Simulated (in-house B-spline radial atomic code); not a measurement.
A fraction x of an electron is added to 5p in Sn, starting from [Kr] 4d10 5s2 5p2 and keeping the highest spin. Level of theory: scalar-relativistic (X2C) r2SCAN0, spin-polarised, spherical fractional occupations, Fermi nucleus of rms radius 4.6519 fm; calculated with a B-spline radial code for spherical atoms.

Caution: exact exchange at fractional occupations of open shells leaves self-interaction of up to several eV.

| x | E(x) - E(0) (eV) | 5p up level (eV) |
| --- | --- | --- |
| 0 | 0.0000 | -4.720 |
| 0.1 | -0.4450 | -4.181 |
| 0.2 | -0.8366 | -3.653 |
| 0.3 | -1.1759 | -3.135 |
| 0.4 | -1.4639 | -2.628 |
| 0.5 | -1.7018 | -2.133 |
| 0.6 | ? | ? |
| 0.7 | ? | ? |
| 0.8 | -2.1280 | -0.731 |

Task: What belongs in the row x = 0.6?

Result: An energy change of -1.8909 eV; 5p up at -1.651 eV.

Task: What belongs in the row x = 0.7?

Result: An energy change of -2.0325 eV; 5p up at -1.183 eV.

Task: Check Janak's theorem between x = 0.1 and 0.2.

Result: The slope of the energy is -3.92 eV; the orbital levels give -3.92 eV (ε of the filling orbital, averaged over the two points).
